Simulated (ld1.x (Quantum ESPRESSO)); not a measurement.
Values are calculated unless marked as measured or tabulated.
# Pseudopotentials across the periodic table

Generated with ld1.x 7.5 (TM, RRKJ, ultrasoft, PAW), atompaw 4.2 or ONCVPSP 4.0.1. The cutoff is in Ry: for ld1.x and atompaw files where the sum of valence levels is converged to 10 mRy in a Bessel basis, for ONCV files where the hardest occupied wave has 1 mHa per electron of residual kinetic energy. The error is the largest all-electron minus pseudo excitation energy over each file’s own four to seven test configurations (ionisations up to +4, promotions, holes and added fractions of an electron), all of which were solved. The labels leave out finer settings (local radius, basis sizes, second energies), which also bear on the numbers. Spin-polarised tests are not counted. The rows are a selection from randomly drawn settings: files with unsolved tests, undetermined cutoffs or missed reference levels are left out.

A true bound ghost makes a file unfit for plane-wave use even where its test errors are small: the radial tests pick states by their node count and pass the ghost by.

| element | potential | cutoff (Ry) | largest error (meV) | bound ghosts |
| --- | --- | --- | --- | --- |
| Be | ultrasoft, BLYP, scalar-relativistic, rc 0.80/3.70 (sp), local smoothed, core correction no, reference 1s2 2s2 2p0 | 120 | +1060 | none |
| N | TM, PBE, scalar-relativistic, rc 1.10/1.85 (sp), local p, core correction yes, reference 2s2 2p3 | 45 | +1891 | none |
| Mg | TM, LDA (PZ), scalar-relativistic, rc 0.65/0.75 (sp), local smoothed, core correction no, reference 2s2 2p6 3s0 3p0 | 300 | +71 | none |
| Rb | TM, LDA (PZ), scalar-relativistic, rc 4.20/3.90/3.85 (spd), local smoothed, core correction yes, reference 5s1 5p0 | 6 | -5.8 | none |
| Tc | TM, LDA (PZ), fully relativistic, rc 2.10/3.85/2.05 (spd), local s, core correction yes, reference 4d5 5s2 5p0 | 40 | -1002 | none |
| Ag | PAW, PBE, non-relativistic, rc 2.55/3.50/2.00 (spd), local smoothed, core correction yes, reference 4d9 5s2 5p0 | 30 | -156 | none |
| In | TM, PBE, fully relativistic, rc 1.75/2.75 (sp), local s, core correction yes, reference 5s1.5 5p1.5 | 21 | -147 | none |
| I | RRKJ, PBEsol, scalar-relativistic, rc 1.40/1.65 (sp), local s, core correction yes, reference 5s2 5p5 | 70 | -118 | none |

(1) Fill in the row for Ta: TM, PBE, scalar-relativistic, rc 2.90/2.05/1.60 (spd), local p, core correction yes, reference 5p6 5d3 6s2 6p0.

Answers

(1) cutoff 30 Ry, largest error +292 meV, bound ghosts: s.
